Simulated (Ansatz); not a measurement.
Reaction (ligand exchange at the Si–C bond): `[SiH3]CN[SiH2]Cl` + `[OH][Al]([OH])[Br]` → `[OH][Al]([Br])[O][SiH3]` + `CN[SiH2]Cl`

Gas-phase electronic energies from Ansatz, PBE0-D4/def2-TZVP geometries. CCSD(T)/CBS adds triple-zeta CCSD(T) − MP2 to the extrapolated MP2 energy (def2 sets, frozen cores). Functionals use def2-TZVPP. B3LYP here is the variant with VWN-RPA as its local correlation; programs differ in this. For Br outer-core shells are correlated without core-valence functions, which leaves a few kJ/mol of doubt a bond. Scalar relativity is left out up to krypton. One conformer a species, not always the lowest.

`[SiH3]CN[SiH2]Cl`:

Cartesian coordinates in Å:
```
Si 2.013 -0.304 -0.817
C 0.575 0.512 0.093
N -0.505 -0.438 0.324
Si -2.143 0.010 0.419
Cl -2.625 1.142 2.086
H 1.594 -0.711 -2.182
H 3.171 0.627 -0.905
H 2.425 -1.520 -0.061
H 0.200 1.328 -0.534
H 0.929 0.985 1.020
H -0.214 -1.276 0.806
H -2.466 0.871 -0.740
H -2.954 -1.225 0.489
```

`[OH][Al]([OH])[Br]`:

```xyz
6

O    -0.436    1.570   -0.263
Al   -0.009   -0.039   -0.042
O     0.678   -0.483    1.425
Br   -0.349   -1.560   -1.667
H    -0.830    1.892   -1.072
H     0.945   -1.380    1.619
```

`[OH][Al]([Br])[O][SiH3]`:

Cartesian coordinates in Å:
```
O -2.773 -0.429 0.413
Al -1.408 0.483 0.052
Br -1.692 2.652 -0.395
O 0.125 -0.185 0.019
Si 1.745 -0.265 -0.140
H -2.735 -1.362 0.616
H 2.335 -0.832 1.100
H 2.086 -1.147 -1.288
H 2.318 1.086 -0.378
```

`CN[SiH2]Cl`:

Z-matrix (Å, degrees):
```
C
N 1 1.450
H 1 1.096 2 113.1
H 1 1.093 2 110.8 3 -122.0
H 1 1.093 2 109.4 3 119.9
Si 2 1.697 1 123.8 3 -88.7
H 2 1.008 1 113.6 3 65.8
Cl 6 2.075 2 114.8 1 68.9
H 6 1.479 2 108.8 1 -48.4
H 6 1.479 2 108.1 1 -172.4
```

```tsv
level	ΔE (kJ/mol)
B3LYP-D4	-121.9
ωB97X-V	-120.4
B2PLYP	-125.9
PBE	-105.4
B3LYP	-125.0
MP2/def2-TZVPP	-123.2
CCSD/def2-TZVPP	-126.1
CCSD/CBS(def2)	-125.6
```

**Question.** What does CCSD(T)/CBS give? (Estimate.)

**Answer.** The calculation gave: -121.8 kJ/mol. The listed levels differ from it by -0.1, 1.4, -4.1, 16.4, -3.2, -1.4, -4.3, -3.8 kJ/mol.

Largest T1 diagnostic among the species: 0.011.

The D4 term adds +3.1 kJ/mol with B3LYP and +1.6 kJ/mol with PBE0; it sums over pairs of atoms, weighted by their polarisabilities, and B3LYP, whose exchange is more repulsive, gets the larger term. From PBE to PBE0 (25 % exact exchange), in def2-TZVPP and without D4, ΔE moves by −7.8 kJ/mol.
